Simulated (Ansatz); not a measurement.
`CO[SiH3]` + `NB(F)F` → `FB(F)N[SiH3]` + CH₃OH at 400 K and 1 bar (ligand exchange at the Si–O bond).

Computed with Ansatz on PBE0-D4/def2-TZVP structures; ΔE is electronic, products minus reactants. CBS: MP2 limit from def2 TZ/QZ plus the TZ coupled-cluster correction, frozen cores. This one scheme is used for every species. One conformer a species, not always the lowest.

```csv
species,CCSD(T)/CBS energy (Eh),H − E (kJ/mol),S (J/(mol·K))
`CO[SiH3]`,-405.93001,201.0,323.1
`NB(F)F`,-280.46129,117.6,292.4
`FB(F)N[SiH3]`,-570.75785,167.2,371.5
CH₃OH,-115.61712,151.2,252.6
```

H − E and S are ideal-gas, rigid-rotor, harmonic terms from PBE0-D4/def2-TZVP, for one conformer and one mirror image of each species. 1 Eh = 2625.50 kJ/mol, R = 8.31446 J/(mol·K).

Problem. By hand: ΔE, ΔH, ΔS and ΔG.

Solution. ΔE = (-570.75785) + (-115.61712) − (-405.93001) − (-280.46129) = 0.01633 Eh = 42.9 kJ/mol. Δ(H − E) = 167.2 + 151.2 − 201.0 − 117.6 = -0.2, so ΔH = 42.7 kJ/mol. ΔS = 371.5 + 252.6 − 323.1 − 292.4 = 8.6 J/(mol·K). ΔG = 42.7 − 400 × (8.6)/1000 = 39.3 kJ/mol.

Problem. By hand: the equilibrium constant, and the temperature at which ΔG would vanish if ΔH and ΔS stayed fixed.

Solution. log₁₀ K = −ΔG/(RT ln 10) = -5.1. ΔG = 0 at ΔH/ΔS = 4965 K, far beyond where these terms or the molecules hold.

The number of gas molecules stays the same, so ΔS is small and ΔH decides. A doubt of 5 kJ/mol in ΔE shifts log₁₀ K by 0.7 here. Other conformers and mirror images would add mixing entropy, several J/(mol·K) or more a flexible species. Modes under 60 cm⁻¹, often nearly free rotors, make the harmonic entropy too high. These are equilibria of isolated gas molecules and say nothing of rates. Largest T1 diagnostic: 0.012 (customary marks: 0.02 for closed shells, 0.045 for open ones).
